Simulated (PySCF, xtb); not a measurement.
hydrogen telluride (H2Te), SMILES [TeH2].

xtb with GFN2-xTB at its own geometry gives an orbital gap of 4.49 eV and a dipole moment of 0.37 D.

Geometry optimised at PBE-D3(BJ)/def2-TZVPD. The def2 effective core potentials stand for the cores of Te; spin–orbit coupling is left out.

Task: What does PySCF with r2SCAN/def2-TZVPD give? (The exact figures need the calculation; the answer reports its results.)

Result: gap 4.35 eV (levels -5.77 and -1.43 eV), dipole 0.16 D.
